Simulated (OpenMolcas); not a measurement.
An OpenMolcas run meant for In+ (ANO-R1, X2C; inactive shells 1s 2s 2p 3s 3p 3d 4s 4p 4d; intended active space 2 electrons in 4 orbitals (5s 5p)). One step of its input:

```
&RASSCF
FileOrb=start.orb
Symmetry=1
Spin=4
nActEl=2 0 0
Inactive=14 9
Ras2=1 3
CIRoot=3 3 1
SDav=3
CIMx=300
Iter=94 100
PrWF=0.3
OrbListing=Nothing
MaxOrb=0
Atom
CIOnly
>>> COPY $Project.JobIph JOB001
```

Lines from the output:

```
--- SEWARD ---
Basis set label: IN.ANO-R...6S5P3D1F.

      Electronic valence basis set:
      ------------------
      Associated Effective Charge  49.000000 au
      Associated Actual Charge     49.000000 au
      Nuclear Model: Finite nucleus - Gaussian distribution
        Gaussian exponent, Xi/bohr**(-2):  1.95486E+08

      Shell  nPrim  nBasis  Cartesian Spherical Contaminant
         s      23       6        X
         p      18       5        X
         d      12       3                 X
         f       6       1                 X
                  Relativistic X2C integrals
                  Atomic mean-field integrals
--- RASSCF ---

 Nr of active orbitals     NAC=   4
 Spin degeneracy         ISPIN=   4
 There can be no such wave function.
 ************************************************
--- Stop Module: rasscf at  /rc=_RC_INPUT_ERROR_ ---
.####################.
.# User input error #.
.####################.
```

Question: What is wrong with the input?

Answer: The spin multiplicity does not fit the number of active electrons: an even count needs an odd multiplicity and the reverse.
